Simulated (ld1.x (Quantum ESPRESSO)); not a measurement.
**An all-electron radial function and its pseudo partner (cobalt (Co))**

Columns: radius, all-electron u(r) and pseudo u(r) of the 3d shell (level -45.17 eV) of cobalt in the configuration [Ne] 3s2 3p6 3d6 4s0 4p0; PBE, scalar-relativistic, ultrasoft scheme, ld1.x (Quantum ESPRESSO) 7.5.

```tsv
r (bohr)	all-electron	pseudo
0.072	0.0406	0.0066
0.145	0.1915	0.0507
0.217	0.3929	0.1536
0.290	0.5924	0.3171
0.362	0.7554	0.5133
0.435	0.8774	0.7106
0.507	0.9563	0.8683
0.580	0.9994	0.9692
0.652	1.0125	1.0092
0.725	1.0034	1.0054
0.798	0.9781	0.9785
0.870	0.9425	0.9425
0.942	0.9000	0.9000
1.015	0.8528	0.8528
1.088	0.8034	0.8034
1.160	0.7541	0.7541
1.232	0.7052	0.7052
1.305	0.6568	0.6568
1.378	0.6100	0.6100
1.450	0.5659	0.5659
1.522	0.5239	0.5239
1.595	0.4836	0.4836
1.668	0.4458	0.4458
1.740	0.4107	0.4107
1.812	0.3779	0.3779
1.885	0.3469	0.3469
```

(1) How many radial nodes do the two functions have?

(2) At about which radius was the pseudo-wave matched?

(3) Is the pseudo-wave norm-conserving?

Answers

(1) The all-electron 3d function has n − l − 1 = 0; the pseudo-wave has 0.

(2) 0.85 bohr, where the columns begin to agree (steps of 0.07 bohr).

(3) No, it belongs to an ultrasoft set: the norm inside the radius is not constrained, and the difference is carried by the augmentation charge.
